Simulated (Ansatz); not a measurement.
Isolated molecules relaxed with PBE0-D4/def2-TZVP in Ansatz; ΔE leaves out vibrations. CBS: MP2 limit from def2 TZ/QZ plus the TZ coupled-cluster correction, frozen cores. def2 core potentials past Kr. For I, In outer-core shells are correlated without core-valence functions, which leaves a few kJ/mol of doubt a bond.

`[CH3][In]([CH3])[I]` + `CC(C)C` → `[CH3][In]([CH3])[C](C)(C)C` + HI  (formal exchange of groups at the In–I bond)

```
                     species  CCSD(T)/CBS(def2) energy (Eh)
       `[CH3][In]([CH3])[I]`                     -567.03214
                    `CC(C)C`                     -158.24397
`[CH3][In]([CH3])[C](C)(C)C`                     -427.15936
                          HI                     -298.03592
```

Work out ΔE.

ΔE = (-427.15936) + (-298.03592) − (-567.03214) − (-158.24397) = 0.08083 Eh = +212.2 kJ/mol.

Largest T1 diagnostic among the species: 0.011.

The D4 term adds −12.3 kJ/mol with B3LYP and −7.3 kJ/mol with PBE0; it sums over pairs of atoms, weighted by their polarisabilities, and B3LYP, whose exchange is more repulsive, gets the larger term. Leaving LDA and LC-ωPBE aside and taking each functional with its dispersion term where it has one, the values, not all of them listed here, spread over 28.3 kJ/mol, from revPBE-D4 to BHLYP-D4. LDA lies −12.4 kJ/mol from PBE without D4.

B3LYP here is the variant with VWN-RPA as its local correlation; programs differ in this.
